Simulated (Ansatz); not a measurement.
Reaction (ligand exchange at a Ge–S bond): `F[Si](F)(Cl)[S][GeH2][Cl]` + H₂Se → `[Cl][GeH2][SeH]` + `F[Si](F)(S)Cl`

Computed with Ansatz on PBE0-D4/def2-TZVP structures; ΔE is electronic, products minus reactants. CCSD(T)/CBS adds triple-zeta CCSD(T) − MP2 to the extrapolated MP2 energy (def2 sets, frozen cores). Functionals use def2-TZVPP. B3LYP here is the variant with VWN-RPA as its local correlation; programs differ in this. For Ge, Se outer-core shells are correlated without core-valence functions, which leaves a few kJ/mol of doubt a bond. Scalar relativity is left out up to krypton. One conformer a species, not always the lowest.

| level | ΔE (kJ/mol) | difference from CCSD(T)/CBS |
| --- | --- | --- |
| PBE0-D4 | -0.3 | 0.7 |
| ωB97M-V | 0.0 | 1.0 |
| B2PLYP | -5.7 | -4.7 |
| PBE0 | -7.1 | -6.1 |
| B3LYP | -10.0 | -9.0 |
| HF/def2-TZVPP | -11.6 | -10.6 |
| MP2/def2-TZVPP | 0.4 | 1.4 |
| SCS-MP2/def2-QZVPP | -1.7 | -0.7 |
| MP2/CBS(def2) | 0.2 | 1.2 |
| CCSD/CBS(def2) | -3.5 | -2.5 |
| CCSD(T)/CBS | -1.0 | 0 |

Largest T1 diagnostic among the species: 0.011.

In def2-TZVPP, CCSD(T) changes the Hartree–Fock value by +10.7 kJ/mol (the triples alone add +2.5 kJ/mol) and MP2 by +11.9 kJ/mol. The D4 term adds +11.6 kJ/mol with B3LYP and +6.9 kJ/mol with PBE0; it sums over pairs of atoms, weighted by their polarisabilities, and B3LYP, whose exchange is more repulsive, gets the larger term.
